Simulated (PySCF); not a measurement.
Re(F)6, SMILES [F][Re]([F])([F])([F])([F])[F] (F₆Re), doublet at its CAM-B3LYP/def2-SVP optimised geometry (Å):

```
7

Re     0.0000     0.0000     0.0000
F      0.0530    -1.8325    -0.0016
F     -0.0545     1.8325     0.0000
F      0.0549     0.0550     1.8315
F      1.8344     0.0000     0.0000
F     -1.8344     0.0006     0.0005
F     -0.0557    -0.0539    -1.8315
```

Method: unrestricted CAM-B3LYP/def2-TZVP, def2 effective core potentials past Kr in PySCF. The core electrons that the potentials of Re replace are not part of the density. Cells within 0.4 Å of a nucleus heavier than hydrogen are left out (blank, or x).

Map of the spin density (e/bohr³) on the plane z = 0.0 Å:

```
|0000000000000000000000000000000|
|0000000000000000000000000000000|
|0000000000000000000000000000000|
|0000000000000000000000000000000|
|0000000000000000000000000000000|
|0000000000000000000000000000000|
|0000000000000000000000000000000|
|00000000000001xx110000000000000|
|00000000000002xxx10000000000000|
|00000000000001xxx00000000000000|
|0000000000000000000000000000000|
|0000000000000000010000000000000|
|0000000000002320332000000000000|
|0000000110013990893100110000000|
|00000001xx0039xxx7200xx10000000|
|0000000xxx0000xxx0000xxx0000000|
|00000001xx0027xxx9300xx10000000|
|0000000110013980993100110000000|
|0000000000002330232000000000000|
|0000000000000100000000000000000|
|0000000000000000000000000000000|
|00000000000000xxx10000000000000|
|00000000000001xxx20000000000000|
|000000000000011xx10000000000000|
|0000000000000000000000000000000|
|0000000000000000000000000000000|
|0000000000000000000000000000000|
|0000000000000000000000000000000|
|0000000000000000000000000000000|
|0000000000000000000000000000000|
|0000000000000000000000000000000|
```
Scale: ten equal steps from -0.002 (start of '0') to 0.033 (end of '9'), in the order '0123456789'; x runs from -4.00 to 4.00, y from -4.00 (bottom) to 4.00 (top).
